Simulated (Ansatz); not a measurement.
Stepwise reaction of `C[SiH]([SiH3])[SiH3]` with water, as a gas-phase model of exchange steps in deposition or etching. ΔE in kJ/mol; ΔG adds harmonic PBE0-D4 terms to CCSD(T)/CBS, at 1 bar.

Computed with Ansatz on PBE0-D4/def2-TZVP structures; ΔE is electronic, products minus reactants. CCSD(T)/CBS adds triple-zeta CCSD(T) − MP2 to the extrapolated MP2 energy (def2 sets, frozen cores). This one scheme is used for every species. DFT in def2-TZVPP. B3LYP here is the variant with VWN-RPA as its local correlation; programs differ in this. One conformer a species, not always the lowest.

```tsv
step	reaction	PBE-D4	B3LYP-D4	ωB97M-V	CCSD(T)/CBS	ΔG(500 K)
1	`C[SiH]([SiH3])[SiH3]` + H₂O → `C[SiH](O)[SiH3]` + SiH₄	-58.6	-81.1	-85.2	-76.9	-75.1
```

Give the row of step 2, `C[SiH](O)[SiH3]` + H₂O → `C[SiH](O)O` + SiH₄. (An estimate is asked.)

Ansatz gave: 
```csv
step,reaction,PBE-D4,B3LYP-D4,ωB97M-V,CCSD(T)/CBS,ΔG(500 K)
2,`C[SiH](O)[SiH3]` + H₂O → `C[SiH](O)O` + SiH₄,-104.2,-124.5,-131.2,-123.0,-115.6
```

By hand: ΔE of the 2 steps together at CCSD(T)/CBS.

(-76.9) + (-123.0) = -199.9 kJ/mol, or -100.0 kJ/mol a step.

In ΔE each step is lower than the one before. All are downhill at CCSD(T)/CBS. ΔG lies between -115.6 and -75.1 kJ/mol a step. PBE-D4 differs from CCSD(T)/CBS by 18.3 to 18.8 kJ/mol a step. Isolated molecules leave out the surface, adducts and barriers. Largest T1 diagnostic: 0.012.
